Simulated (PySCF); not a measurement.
Excitation energy of Rh(2+) by level of theory

Rh(2+) [Kr] 4d7 (4F) → Rh(2+) [Kr] 4d6 5p1 (high-spin determinant), as a difference of total energies. Calculation: PySCF 2.14, in aug-cc-pwCVDZ-PP with ECP28MDF (6s6p5d3f, 70 functions); a scalar-relativistic core potential. Correlated levels: valence: 4s2 4p6 frozen; valence and next inner shell: nothing frozen outside the core potential. The calculations carry no spin-orbit coupling.

```csv
method,excitation energy (eV)
UHF,10.563
LDA,10.937
PBE,10.979
PBE0,11.112
r2SCAN,10.847
wB97M-V,11.385
BLYP,11.082
B3LYP,11.210
PW91,11.004
MP2 (valence),11.289
SCS-MP2 (valence),11.705
MP2 (valence and next inner shell),10.852
SCS-MP2 (valence and next inner shell),11.102
```

Problem. How much does correlation contribute at MP2 (valence and next inner shell)?

Solution. 10.852 − (10.563) = 0.289 eV, measured against UHF.

The determinant of the upper state mixes LS terms, which raises its energy above the lowest term, most at the Hartree-Fock and MP2 levels.
